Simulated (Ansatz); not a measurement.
Question: Name a neutral molecule of C, Ge, N and H with HOMO energy (PBE0/def2-TZVPP) between -6.95 and -6.65 eV and HOMO–LUMO gap (PBE/def2-TZVPP) between 3.55 and 3.85 eV (Ansatz, PBE0-D4/def2-TZVP geometry).

Answer: `[CH]1=N[CH2][GeH2]1` (-6.85 eV, 3.77 eV); `C/N=[CH]\[GeH3]` (-6.90 eV, 3.72 eV); `C=[N][GeH2][NH2]` (-6.85 eV, 3.74 eV). Other molecules can fit too; these were computed, each in one conformer that needn't be the lowest.
